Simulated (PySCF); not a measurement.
A run for PySCF: R-MP2/6-31G* on H2O (SMILES O).

```python
from pyscf import gto, scf, dft, mp
from pyscf.data.elements import chemcore

mol = gto.M(
    atom='''
    O    -0.11786299    0.47640882   -0.54995789
    H     0.71182321    0.02537940   -0.36267374
    H    -0.44368479    0.75882887    0.31090722
    ''',
    basis='6-31g*',
    cart=True,
    charge=0, spin=0, verbose=3, max_memory=1800)
mf = scf.RHF(mol)
mf.conv_tol = 1e-8
mf.max_cycle = 100
mf.kernel()
if not mf.converged:
    mf = mf.newton().run(mf.mo_coeff, mf.mo_occ)
pt = mp.MP2(mf, frozen=chemcore(mol)).run()
```

The log:

```
converged SCF energy = -76.010252700755
E(RMP2) = -76.1967736697471  E_corr = -0.186520968992041
E(SCS-RMP2) = -76.1927294661258  E_corr = -0.182476765370786
```

The run converged.

Cost: very roughly 0.18 core-seconds.
